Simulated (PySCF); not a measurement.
Compound: SnH2(NHMe)2, C₂H₁₀N₂Sn.
Structure used (PBE0-D3(BJ)/def2-SVP), in Å, numbered top down from 1:
```
atom  x, y, z in Å
Sn1    1.1712   -0.2648    0.1104
H2     1.3310    0.0498    1.7857
H3     2.6611   -0.4683   -0.7272
N4     0.0071    1.2670   -0.5715
C5     0.0550    2.5927   -0.0047
H6    -0.1496    1.2768   -1.5748
H7    -0.8848    3.1425   -0.1951
H8     0.1563    2.5316    1.0919
H9     0.8842    3.2360   -0.3653
N10    0.1958   -2.0308   -0.1384
C11   -1.1693   -2.1927    0.3044
H12    0.3683   -2.4728   -1.0368
H13   -1.4436   -3.2617    0.3503
H14   -1.2819   -1.8014    1.3294
H15   -1.9337   -1.6802   -0.3141
```

The calculation used PBE0-D3(BJ)/def2-SVP geometry optimisation, gas phase, def2 core potentials past Kr (PySCF 2.14.0).

Problem. Which atoms are bound to Sn1, and at what distances?

Solution. 4 atoms: H2 1.712 Å, H3 1.721 Å, N10 2.033 Å, N4 2.041 Å. The nearest atom not counted as bound is H12, at 2.61 Å.

Problem. List the angles at Sn1.

Solution. 
```json
{"angle": "H3–Sn1–N4", "degrees": "114.8", "distance of the outer atoms (Å)": "3.17"}
{"angle": "H2–Sn1–H3", "degrees": "114.7", "distance of the outer atoms (Å)": "2.89"}
{"angle": "N4–Sn1–N10", "degrees": "109.7", "distance of the outer atoms (Å)": "3.33"}
{"angle": "H2–Sn1–N10", "degrees": "108.9", "distance of the outer atoms (Å)": "3.05"}
{"angle": "H3–Sn1–N10", "degrees": "104.7", "distance of the outer atoms (Å)": "2.98"}
{"angle": "H2–Sn1–N4", "degrees": "104.0", "distance of the outer atoms (Å)": "2.96"}
```

Problem. What is the shape at Sn1?

Solution. Distorted tetrahedral: angles from 104.0° to 114.8°; τ4 = (360° − α − β)/141° = 0.93 with α and β the two widest (0 for a square, 1 for a tetrahedron).

Problem. What are the other bond lengths?

Solution. N4–C5, N10–C11 1.443 Å; N4–H6, N10–H12 1.016 Å; C5–H7 and 5 like bonds 1.106 Å.

Problem. Give some angles away from the centre.

Solution. Sn1–N4–C5 122.6°, Sn1–N10–C11 120.9°.

Problem. What are the rotational constants (commonest isotopes, rigid rotor)?

Solution. A = 4195, B = 1729, C = 1329 MHz: an asymmetric top.

Point group: C1 (no symmetry element, even within 0.4 Å). Charge 0, singlet. PBE0-D3(BJ)/def2-SVP frequencies: not computed here.

One conformer stands for the species.
